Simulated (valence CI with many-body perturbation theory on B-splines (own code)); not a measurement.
## Questions on Ge27+

Method: configuration interaction combined with many-body perturbation theory (CI+MBPT): three valence electrons over a frozen Dirac-Fock core [He], a basis of 11 s, 11 p, 9 d, 7 f, 5 g, 2 h, 1 i functions for each j, with the one-electron correlation potential Σ1, the two-electron term Σ2, the three-electron term Σ3, Breit, model QED; selected CI, second order for the rest (own B-spline code, finite nucleus).

The last digits are not significant, and no measured levels were compared; by estimate large intervals hold to a few tenths of a per cent, small ones and those within an open d or f shell to about a per cent.

Rates and lifetimes use the calculated energies. Strong lines usually hold to 10 to 20 %, long lifetimes can be off by a factor of two.

Problem. What is the ground level?

Solution. 2s²2p ²P°_1/2, composition 98 % 2s²2p ²P°, g = 0.658.

Problem. Where does the other parity begin?

Solution. At 2s2p² ⁴P_1/2, 5.22 Ry.

Problem. Among levels below 136.70 Ry, which E1 lines absorb most strongly from the ground level?

Solution. to 2s²3d ²D_3/2 at 0.7392 nm, f = 0.686; to 2s2p3p ²D_3/2 at 0.7207 nm, f = 0.230; to 2s2p3p ⁴P_3/2 at 0.7250 nm, f = 0.101.

Problem. What are the static dipole polarisabilities of the lowest levels?

Solution. 2s²2p ²P°_1/2 0.00591 bohr³, of which the core gives 8.49e-06.

Problem. What is the ionisation energy?

Solution. 2882.6 eV; NIST lists 2881.9 ± 1.6 eV (semi-empirical).

Problem. How well does LS coupling describe the low levels?

Solution. Among the lowest 20 levels the leading LS term, summed over configurations, holds 87 % on average. For single configurations the figures are 86 % in LS and 89 % in jj coupling. Terms mix most in the J = 3/2 level at 18.54 Ry, where the leading one holds 65 %.

Problem. How is the term ²P° of the ground level split?

Solution. J = 1/2 at 0.00, J = 3/2 at 2.68 Ry.
